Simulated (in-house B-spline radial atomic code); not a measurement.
RPA and G0W0 for Rb8+, [Ar] 3d10 4s1, highest spin, as one setting changes: the share of exact exchange in the PBE hybrid start. A dash marks a level of low quasi-particle weight. Computed with an all-electron radial atomic-structure program (B-spline basis): all electrons, scalar-relativistic (spin-free one-electron X2C), finite nucleus, each spin shell either full or empty, empty states to l = 9 with an (l + 1/2)⁻⁴ tail; G0W0 by contour deformation at full frequency.

| share of exact exchange in the PBE hybrid start | mean-field level (eV) | G0W0 level (eV) | RPA correlation (Eh) |
| --- | --- | --- | --- |
| 0 | -143.87 | 4s up -151.89 | -2.2262 |
| 0.1 | -144.51 | 4s up -151.83 | -2.2092 |
| 0.2 | -145.16 | 4s up -151.77 | -2.1927 |
| 0.3 | -145.80 | 4s up -151.71 | -2.1765 |
| 0.4 | -146.44 | 4s up -151.65 | -2.1607 |
| 0.5 | -147.08 | 4s up -151.60 | -2.1453 |
| 0.6 | ? | ? | ? |
| 0.7 | -148.35 | 4s up -151.49 | -2.1155 |
| 0.8 | -148.99 | 4s up -151.44 | -2.1011 |
| 0.9 | ? | ? | ? |
| 1 | -150.26 | 4s up -151.35 | -2.0731 |

What belongs in the row for 0.6?

mean-field level (eV): -147.72; G0W0 level (eV): 4s up -151.55; RPA correlation (Eh): -2.1303.

What belongs in the row for 0.9?

mean-field level (eV): -149.62; G0W0 level (eV): 4s up -151.40; RPA correlation (Eh): -2.087.
